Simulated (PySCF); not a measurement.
How methods differ on the interval between two levels of Zr³⁺

Zr³⁺ [Kr] 4d1 [2D5/2, M_J = 5/2] → Zr³⁺ [Kr] 5p1 [2P3/2, M_J = 3/2], as a difference of total energies. All numbers are calculated (PySCF 2.14, the two-component X2C-1e Hamiltonian, in x2c-TZVPall-2c with one added diffuse shell each of s, p, d type (9s10p8d1f, 86 functions)). Correlated levels: [Ar] 3d10 frozen; the 6 highest virtual spinors dropped. "Screened" scales the spin-orbit matrix elements by Boettger's factors to mimic the two-electron term; Breit and QED terms are absent.

```tsv
method	interval between two levels (cm⁻¹)
GHF (spin-free)	81201
GMP2 (spin-free)	79573
GHF (screened spin-orbit)	81408
GMP2 (screened spin-orbit)	79809
```
